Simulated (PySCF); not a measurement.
# Assignment exercise: FH₉O₂Si₄

Mapped SMILES: `[OH:1][SiH2:2][Si@:3]([F:4])([SiH3:5])[O:6][SiH3:7]`; H(Xn) means a hydrogen on atom n. Ha(Si2) is pro-R; Hb(Si2) is pro-S.

Computed data (PySCF): geometry from GFN2-xTB, PBE0/pcSseg-1 with gauge-including orbitals. One averaged value for each set of equivalent atoms, one conformer, isolated molecule, non-relativistic Hamiltonian.

References, each an isolated molecule treated in the same way: 1H (σ = 31.72 ppm) vs TMS.

Question: Assign these signals to the numbered atoms. 1H NMR (600 MHz, computed): δ 5.53 (m, 1H), 5.45 (m, 1H), 5.14 (s, 3H), 3.50 (m, 3H), 0.31 (br s, 1H).

Answer: 
| δ (ppm) | atoms | environment | reason |
| --- | --- | --- | --- |
| 5.53 | Hb(Si2) | hydrogen on a silicon bonded to O, Si | – |
| 5.45 | Ha(Si2) | hydrogen on a silicon bonded to O, Si | – |
| 5.14 | H(Si7) | hydrogen on a silicon bonded to O | – |
| 3.50 | H(Si5) | hydrogen on a silicon bonded to Si | – |
| 0.31 | H(O1) | hydrogen on an oxygen bonded to Si | labile proton, position sensitive to the medium |

Hb(Si2) and Ha(Si2) lie closer than the usual error of such a calculation, so a measured spectrum could show them in the other order.

OH/NH shifts are gas-phase values; hydrogen bonding in solution moves them, usually downfield. No couplings were computed; multiplicities are counted from neighbouring protons, with m where these are inequivalent, close in shift, in a saturated or five-membered ring or joined by F or P, and br s for small geminal =CH2 splittings.
